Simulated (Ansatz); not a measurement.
Geometry optimisation of TiHF₃.

```yaml
crystal:
  periodic: [false, false, false]
  atoms:
    - {symbol: Ti, position_ang: [-0.000060, -0.000260, 0.023050]}
    - {symbol: H, position_ang: [0.009030, -0.015140, 1.604790]}
    - {symbol: F, position_ang: [1.612130, 0.008990, -0.551280]}
    - {symbol: F, position_ang: [-0.813950, 1.402100, -0.524830]}
    - {symbol: F, position_ang: [-0.807150, -1.395690, -0.551730]}
basis:
  gaussian: {orbitals: def2-TZVP}
hamiltonian: {xc: pbe, dispersion: d4}
scf: {lower_state_search: "off"}
output: {orbitals: {seedname: orbitals}}
relax: {f_tol: 0.02, max_steps: 100}
```

```sh
$ ansatz run in.yaml --threads 4 --pin off --events-out ev --progress --plain --max-ram 3916MiB
```

Output, abridged:

```
Functional definition: PBE
mean field -31277.92100141 eV, -1149.4423958657 hartree, gradient 1.5e-6 eV, S^2 0.000000; 0 other end points of the search recorded, 0 dependent functions left out
relax step   1: F+E_penalty+E_count = -31277.99777607 eV  Δ(F+E_penalty+E_count) = +0.000e0 eV  max|allowed force component| = 1.726e0 eV/Å  Δτ_max = 0.0000 Å  (17 SCF iters, accepted)
mean field -31278.12737452 eV, -1149.4499799375 hartree, gradient 1.5e-6 eV, S^2 0.000000; 0 other end points of the search recorded, 0 dependent functions left out
relax step   2: F+E_penalty+E_count = -31278.20166850 eV  Δ(F+E_penalty+E_count) = -2.039e-1 eV  max|allowed force component| = 5.451e-1 eV/Å  Δτ_max = 0.0585 Å  (22 SCF iters, accepted)
mean field -31278.14914445 eV, -1149.4507799676 hartree, gradient 2.3e-6 eV, S^2 0.000000; 0 other end points of the search recorded, 0 dependent functions left out
relax step   3: F+E_penalty+E_count = -31278.22260215 eV  Δ(F+E_penalty+E_count) = -2.093e-2 eV  max|allowed force component| = 8.749e-2 eV/Å  Δτ_max = 0.0343 Å  (21 SCF iters, accepted)
mean field -31278.14966297 eV, -1149.4507990230 hartree, gradient 2.5e-6 eV, S^2 0.000000; 0 other end points of the search recorded, 0 dependent functions left out
relax step   4: F+E_penalty+E_count = -31278.22314087 eV  Δ(F+E_penalty+E_count) = -5.387e-4 eV  max|allowed force component| = 9.430e-3 eV/Å  Δτ_max = 0.0105 Å  (22 SCF iters, accepted)
Total energy: -31278.22319373 eV, -1149.4535012284 hartree
Atom 0 at    -0.000331     0.000553    -0.057890 Å, force     0.000046     0.000097    -0.007753 eV/Å
Atom 1 at     0.009003    -0.015574     1.636291 Å, force    -0.000091     0.000052    -0.007777 eV/Å
Atom 2 at     1.690206     0.009120    -0.535374 Å, force    -0.009430    -0.000033     0.005204 eV/Å
Atom 3 at    -0.852944     1.469182    -0.507518 Å, force     0.004791    -0.008267     0.005072 eV/Å
Atom 4 at    -0.845934    -1.463280    -0.535510 Å, force     0.004684     0.008151     0.005254 eV/Å
Dipole moment:     0.000028    -0.000075     0.008222 e Å
Checks for a lower state left out: stability, starts, cluster_reference, orbital_swaps, neighbouring_geometries, increment
```

It took 2.6 s on 4 threads of Intel Xeon on a shared host.

The relaxation made no stability test and no search for a lower SCF solution.
